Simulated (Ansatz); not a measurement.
Program: Ansatz. Geometries: PBE0-D4/def2-TZVP. ΔE: electronic, gas phase. CBS: MP2 limit from def2 TZ/QZ plus the TZ coupled-cluster correction, frozen cores. Functionals use def2-TZVPP. Each species was taken in one conformer, which may not be the lowest.

`O=C[SiH2][SiH2][SiH3]` + `CO[SiH](O)Cl` → `CO[SiH](Cl)O[SiH3]` + `O=C[SiH2][SiH3]`  (cleavage of the Si–Si bond)

`O=C[SiH2][SiH2][SiH3]`:

Cartesian coordinates in Å:
```
O -1.659 -0.096 -1.412
C -2.142 -0.378 -0.343
Si -1.045 -0.574 1.235
Si 0.938 0.603 0.860
Si 1.646 0.303 -1.353
H -3.242 -0.549 -0.273
H -1.830 -0.135 2.422
H -0.794 -2.037 1.369
H 1.966 0.103 1.815
H 0.705 2.047 1.145
H 0.923 1.225 -2.262
H 3.105 0.595 -1.433
H 1.429 -1.107 -1.770
```

`CO[SiH](O)Cl`:

```xyz
10

C     1.508    0.366   -0.539
O     0.561   -0.429    0.141
Si   -1.054   -0.278    0.074
O    -1.726   -1.253    1.180
Cl   -1.526    1.695    0.425
H     1.379    1.426   -0.299
H     2.502    0.049   -0.221
H     1.430    0.236   -1.623
H    -1.622   -0.647   -1.232
H    -1.451   -1.167    2.095
```

`CO[SiH](Cl)O[SiH3]`:

Z-matrix (Å, degrees):
```
C
O 1 1.412
H 1 1.094 2 111.0
H 1 1.090 2 107.9 3 119.4
H 1 1.095 2 111.3 3 -121.5
Si 2 1.622 1 126.0 3 60.1
O 6 1.609 2 108.0 1 -173.1
Cl 6 2.054 2 109.1 1 -53.3
H 6 1.473 2 112.7 1 65.8
Si 7 1.645 6 143.5 2 47.7
H 10 1.483 7 109.5 6 -87.3
H 10 1.484 7 110.2 6 33.4
H 10 1.482 7 107.7 6 153.4
```

`O=C[SiH2][SiH3]`:

```xyz
10

O    -1.018   -1.967    1.574
C    -0.513   -0.875    1.591
Si   -0.806    0.433    0.205
Si    0.980    0.293   -1.304
H     0.182   -0.604    2.423
H    -0.823    1.783    0.835
H    -2.106    0.149   -0.454
H     0.845    1.334   -2.357
H     0.999   -1.050   -1.938
H     2.259    0.506   -0.575
```

```json
{"level": "ωB97M-V", "ΔE (kJ/mol)": "-92.1"}
{"level": "MP2/def2-QZVPP", "ΔE (kJ/mol)": "-98.9"}
```

What does CCSD(T)/CBS give? (Best estimate.)

The calculation gave: -91.8 kJ/mol. The listed levels differ from it by -0.3, -7.1 kJ/mol.

Largest T1 diagnostic among the species: 0.016.

From PBE to PBE0 (25 % exact exchange), in def2-TZVPP and without D4, ΔE moves by −7.2 kJ/mol. In def2-TZVPP, CCSD(T) changes the Hartree–Fock value by +31.4 kJ/mol (the triples alone add +4.6 kJ/mol) and MP2 by +25.5 kJ/mol.
